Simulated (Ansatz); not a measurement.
Basis sets compared for Zn₃O₆H₆, a hydroxylated oxide cluster. Charge 0, multiplicity 1. Geometry r2SCAN-D4/def2-SVP. Ansatz on 2 threads of AMD EPYC 7R13 on a shared host and a share (18 GiB) of an NVIDIA H100 80GB HBM3; times are rough, and most runs start from earlier orbitals.

```xyz
15

Zn   -1.915   -1.888    1.138
Zn   -0.049    0.045   -0.005
Zn    1.861    1.967   -1.087
O    -1.962   -0.214    0.202
O     0.890    0.412   -1.674
O    -3.160   -2.978    1.830
O    -0.015   -1.688    0.891
O     3.039    3.207   -1.628
O     0.930    1.628    0.558
H    -2.718    0.258   -0.154
H     1.086   -0.180   -2.406
H    -2.771   -3.771    2.219
H     0.699   -2.114    1.373
H     3.291    3.087   -2.552
H     0.792    2.227    1.296
```

The 6-31G sets use Cartesian d functions. B3LYP takes the VWN-RPA correlation.

Binding counts from free atoms (Zn singlet, O triplet, H doublet) in the same basis, without a counterpoise term.

```json
{"level": "HF/STO-3G", "functions": "90", "energy (Eh)": "-5718.2798", "HOMO (eV)": "-0.49", "LUMO (eV)": "7.60", "binding per atom (eV)": "2.04", "wall time": "4.8 s"}
{"level": "HF/6-31G", "functions": "153", "energy (Eh)": "-5785.3127", "HOMO (eV)": "-11.60", "LUMO (eV)": "2.06", "binding per atom (eV)": "2.16", "wall time": "4 s"}
{"level": "PBE-D4/def2-SVP", "functions": "207", "energy (Eh)": "-5790.9372", "HOMO (eV)": "-5.13", "LUMO (eV)": "-1.41", "binding per atom (eV)": "3.44", "wall time": "4.2 s"}
{"level": "B3LYP-D4/6-31G", "functions": "153", "energy (Eh)": "-5792.4755", "HOMO (eV)": "-6.90", "LUMO (eV)": "-1.10", "binding per atom (eV)": "3.36", "wall time": "7 s"}
{"level": "PBE0-D4/def2-SVP", "functions": "207", "energy (Eh)": "-5791.0274", "HOMO (eV)": "-6.92", "LUMO (eV)": "-0.60", "binding per atom (eV)": "3.33", "wall time": "8.5 s"}
```

Problem. Estimate the rows for HF/def2-TZVP, PBE-D4/def2-TZVP, B3LYP-D4/def2-TZVP (with forces), PBE0-D4/def2-TZVP (with forces).

Solution. 
```tsv
level	functions	energy (Eh)	HOMO (eV)	LUMO (eV)	binding per atom (eV)	wall time
HF/def2-TZVP	366	-5786.5130	-11.82	1.75	2.18	7.5 s
PBE-D4/def2-TZVP	366	-5792.2970	-6.00	-1.96	3.36	5.5 s
B3LYP-D4/def2-TZVP (with forces)	366	-5793.7408	-7.38	-1.40	3.25	9.5 s
PBE0-D4/def2-TZVP (with forces)	366	-5792.3505	-7.63	-1.06	3.27	12 s
```
